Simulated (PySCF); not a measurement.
**Radial density of K⁺ (potassium, charge +1)**

PBE, [Ar], closed-shell 1S. Computed with PySCF 2.14 in pcseg-2, with no relativity, point nucleus.

```csv
r (bohr),4πr²ρ (e/bohr)
0.00160,0.1368
0.00268,0.3716
0.00451,0.9803
0.00759,2.468
0.0128,5.734
0.0215,11.67
0.0361,19.06
0.0608,22.03
0.102,17.26
0.172,17.64
0.289,22.64
0.487,10.88
0.818,5.597
1.38,5.842
2.32,1.221
3.89,0.03747
6.55,1.764e-05
```
